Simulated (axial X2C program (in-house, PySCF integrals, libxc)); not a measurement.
## Nuclear properties of CoO⁺

Computed with an axial X2C code built on PySCF integrals: two-component X2C with atomic mean-field Coulomb and Gaunt terms, Gaussian nuclei, basis Co dyall-cv3z, O dyall-av3z with contracted cores.

R = 1.617 Å (near the PBE0 minimum at charge 1 of the determinant lowest at the starting distance; the state shown can have its own minimum elsewhere).

Input and command:
```json
{"zs": [27, 8], "q": 1, "bas": ["dyall-cv3z", "dyall-av3z"], "r0": 1.6, "levels": ["PBE0", "HF", "PBE50", "BHandHLYP", "r2SCAN"], "nst": 3}
```
```bash
python soeom.py task.json out
```

Keys: zs atomic numbers; q charge; bas basis sets; r0 starting distance in Å; levels methods; nst determinants followed.

Determinant lowest in the PBE0 search, Ω = 4 (⟨Sz⟩ = 2.00, ⟨Lz⟩ = 2.00 at PBE0), spin on the atoms Co 1.34, O 0.66:

```csv
level,Eeff magnitude (GV/cm),Ws magnitude Co (kHz),A∥/gI Co (MHz),qzz Co (a.u.),A∥/gI O (MHz),qzz O (a.u.)
PBE0,1.09,0.0822,480,-0.17,-25.4,-0.75
HF,0.861,0.0638,463,-0.50,-87,-1.10
PBE50,0.991,0.0739,496,-0.32,-75,-1.02
BHandHLYP,0.958,0.0711,501,-0.28,-73.1,-1.06
r2SCAN,1.27,0.103,524,-0.11,-2.24,-0.28
```

Eeff is the effective electric field on the electron electric dipole moment in this Ω state and Ws the scalar–pseudoscalar constant of the nucleus named (defined with the proton number Z and per Ω); A∥ (defined per Ω) follows by multiplying with gI = μI/(I μN); qzz is the electric field gradient, eQq0 = 234.96 MHz × Q/barn × qzz. The operators were transformed with the bare-nucleus X2C matrices; with these basis sets, hyperfine constants and field gradients can be off by tens of per cent, and where levels differ in sign neither size nor sign is settled.

**Question.** With gI(59Co) = 1.3220 (g factors from the IAEA table of nuclear moments by Stone), turn the PBE0 values of the first state into constants in MHz.

**Answer.** A∥(59Co) = 480 × 1.3220 = 635 MHz.

Each state is one determinant with collinear spin, which with several unpaired electrons need not be a pure state. Unrestricted Hartree–Fock can overshoot spin polarisation at the nuclei. With several open shells hyperfine constants can be off by a factor of several. Open-shell Ω = 0 determinants with evenly filled partner blocks cannot be reached by this program, so the Ω shown need not be the lowest component. The search compared states at one distance, so a state with another bond length can lie lower. Further determinants of the search, some of them spin-mixed, are not shown. Where a field gradient or hyperfine factor spreads by more than a factor of two over the levels, a constant derived from it is not to be relied on.
